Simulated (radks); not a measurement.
Results of a calculation; reference values are marked as such.
Question: Valence configurations of Pb I. Level of theory: Dirac Kohn-Sham, BLYP, spin-unpolarised, spherical densities, finite nucleus; open shells fill j = l - 1/2 first; Fermi nuclear charge, rms radius 5.5012 fm (a radial shooting solver on a logarithmic mesh with Libxc functionals). Order these by energy: [Xe] 4f13 5d10 6s2 6p3; [Xe] 4f13 5d9 6s2 6p4; [Xe] 4f14 5d10 6s1 6p3; [Xe] 4f11.5 5d10 6s2 6p4.5; [Xe] 4f12 5d10 6s2 6p4; [Xe] 4f12 5d9 6s2 6p5; [Xe] 4f11 5d10 6s2 6p5; [Xe] 4f12 5d8 6s2 6p6; [Hg] 6p2; [Xe] 4f14 5d9 6s2 6p3.

Answer: From the lowest, in eV above it: [Hg] 6p2 0.000; [Xe] 4f14 5d10 6s1 6p3 8.841; [Xe] 4f14 5d9 6s2 6p3 17.996; [Xe] 4f13 5d10 6s2 6p3 135.43; [Xe] 4f13 5d9 6s2 6p4 158.50; [Xe] 4f12 5d10 6s2 6p4 289.45; [Xe] 4f12 5d9 6s2 6p5 317.82; [Xe] 4f12 5d8 6s2 6p6 349.76; [Xe] 4f11.5 5d10 6s2 6p4.5 373.65; [Xe] 4f11 5d10 6s2 6p5 462.73. NIST lists [Hg] 6p2 as the ground configuration; this level of theory agrees among the configurations tried. The energies are those of spherical spin-averaged densities, not of single terms.
